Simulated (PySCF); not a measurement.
## Ruthenium: a sound run and one with changed settings

Sound run: Ru [Kr] 4d7 5s1, Ru⁺ [Kr] 4d7. Calculation: PySCF 2.14, in cc-pVDZ-PP with ECP28MDF (4s4p3d1f, 38 functions); scalar relativity through the core potential. The sound run starts from symmetry-adapted Hartree-Fock orbitals and uses a fine grid where one is needed.

Changed run: radial step 0.8 in ln r (0.13 in the sound run). This setting is unsound on purpose.

```tsv
species	method	sound run (hartree)	changed run (hartree)	converged
Ru	UHF	-93.81220	-93.81220	yes
Ru	B3LYP	-94.52360	-95.21467	yes
Ru	M06-L	-94.53832	-95.76321	no
Ru⁺	UHF	-93.58083	-93.58083	yes
Ru⁺	B3LYP	-94.24309	-94.91241	yes
Ru⁺	M06-L	-94.27456	-95.46280	no
```

Ionisation energy of Ru:

| method | sound run (eV) | changed run (eV) |
| --- | --- | --- |
| UHF | 6.296 | 6.296 |
| B3LYP | 7.633 | 8.225 |

A coarse radial grid mis-integrates the density and the exchange-correlation energy, with errors of either sign; Hartree-Fock needs no grid.

For comparison, NIST gives 7.361 eV between the lowest levels.
